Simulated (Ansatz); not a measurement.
Species: CH3BBr, charge 0, doublet. CH3BBr (SMILES C[B]Br, doublet).
B3LYP-D3(BJ)/def2-TZVP minimum from Ansatz (a quantum-chemistry and plane-wave program):
```
C
H 1 1.0906
H 1 1.0943 2 109.62
H 1 1.0986 2 106.92 3 115.63
B 1 1.5442 2 113.12 4 117.32
Br 5 1.9009 1 126.19 2 158.99
```
Charge 0, spin multiplicity 2.

Atomisation energy term by term, kcal/mol (programs: Ansatz). UHF or UKS for unpaired electrons; spin-orbit terms are left out. Cores are frozen in correlated methods (noble-gas shells, and filled d and f shells in the p block). No relativity. CBS(X,Y): correlation extrapolated as X^-3, Hartree-Fock from the larger set. A bracket is a step between two methods taken in the basis named. Where a partner has so few electrons that a lower coupled-cluster level is exact, that level stands in. Spin-orbit terms, left out, reach several kcal/mol for Br and I, and more for heavier atoms.

```json
[
 {"term": "Hartree-Fock", "basis": "cc-pVQZ", "kcal/mol": "374.43"},
 {"term": "CCSD correlation", "basis": "CBS(cc-pVTZ,cc-pVQZ)", "kcal/mol": "98.41"},
 {"term": "(T)", "basis": "CBS(cc-pVTZ,cc-pVQZ)", "kcal/mol": "7.38"},
 {"term": "CCSDT(Q) - CCSD(T)", "basis": "cc-pVDZ", "kcal/mol": "0.40"},
 {"term": "sum: De", "basis": "", "kcal/mol": "480.6"}
]
```
